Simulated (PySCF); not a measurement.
**From computed data to an observable: dipole moment from atomic charges**

sulfur difluoride (F2S), SMILES FSF. Atoms are numbered in the order given.

```xyz
3

F      0.0000    -1.2073     0.4897
S      0.0000     0.0000    -0.5509
F      0.0000     1.2073     0.4897
```
Charge 0, spin multiplicity 1.

Geometry: ωB97X-D3(BJ)/def2-TZVP.

Charges (e) from HF/def2-TZVPD (PySCF):

| atom | ESP fit | IAO |
|---|---|---|
| F1 | -0.122 | -0.475 |
| S2 | 0.243 | 0.950 |
| F3 | -0.122 | -0.475 |

The dipole moment of the full density is 1.33 D.

Problem. What dipole moment does each set of point charges give, and which comes closer to that of the density?

Solution. 
μ = Σ q r, and 1 e Å = 4.8032 D.
ESP fit: Σ q r = (0.000, 0.000, -0.253) e Å, |μ| = 1.22 D.
IAO: Σ q r = (0.000, 0.000, -0.989) e Å, |μ| = 4.75 D.
ESP fit comes closer in size. Point charges leave out the atoms' own dipoles (lone pairs, polarised bonds); fits to the potential absorb them, partitions of the density don't.
